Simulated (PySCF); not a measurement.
## Two-component Hartree-Fock for Tl²⁺ (thallium, charge +2)

Start: [Xe] 4f14 5d10 6s1; 6s1/2 filled at m_j = +1/2. Calculated with PySCF 2.14 in x2c-TZVPall-2c: generalised Hartree-Fock with the X2C-1e Hamiltonian and a Gaussian nucleus; one run each with spin-orbit coupling (SO) switched off, then screened by Boettger's factors.

```
spinor shell  electrons  ε, spin-free (eV)  ε, screened SO (eV)  weight of nominal j (screened SO)  rms radius, screened SO (bohr)
       1s1/2          2           -86034.2             -85998.2                              1.000                          0.0184
       2s1/2          2           -15490.2             -15478.8                              1.000                          0.0743
       2p1/2          2           -13342.2             -14834.7                              1.000                          0.0628
       2p3/2          4           -13342.2             -12763.9                              1.000                          0.0710
       3s1/2          2            -3782.6              -3778.9                              1.000                           0.189
       3p1/2          2            -3154.8              -3489.4                              1.000                           0.181
       3p3/2          4            -3154.8              -3022.4                              1.000                           0.197
       3d3/2          4            -2492.5              -2550.4                              1.000                           0.173
       3d5/2          6            -2492.5              -2451.1                              1.000                           0.178
       4s1/2          2            -896.59              -895.47                              1.000                           0.416
       4p1/2          2            -687.34              -769.67                              1.000                           0.420
       4p3/2          4            -687.34              -654.58                              1.000                           0.454
       4d3/2          4            -436.29              -449.09                              1.000                           0.465
       4d5/2          6            -436.29              -427.01                              1.000                           0.476
       5s1/2          2            -170.53              -170.39                              1.000                           0.943
       4f5/2          6            -156.82              -158.96                              1.000                           0.509
       4f7/2          8            -156.82              -154.40                              1.000                           0.511
       5p1/2          2            -111.13              -126.16                              1.000                            1.02
       5p3/2          4            -111.13              -105.25                              1.000                            1.11
       5d3/2          4            -40.527              -42.060                              0.995                            1.42
       5d5/2          6            -40.527              -39.511                              0.997                            1.48
       6s1/2          1            -28.481              -28.507                              1.000                            2.48
```

```csv
quantity,spin-free,screened SO
E (hartree),-20229.39995,-20264.25515
M_J,1/2,1/2
⟨J²⟩,0.751,0.751
⟨L²⟩,0.000,0.191
⟨S²⟩,0.751,0.943
```

Each row is a mean over spinors that exchange with the open shell spreads, by up to 0.417 eV (5d5/2).

Breit and QED terms are absent; they matter most for the inner s and p1/2 levels.

Densities and radii are taken from the X2C orbitals without a picture-change correction, which distorts them close to the nucleus.

Without spin-orbit coupling the j labels of p, d and f shells carry no meaning; the spin-free column gives the mean over the occupied spinors of each nl shell.
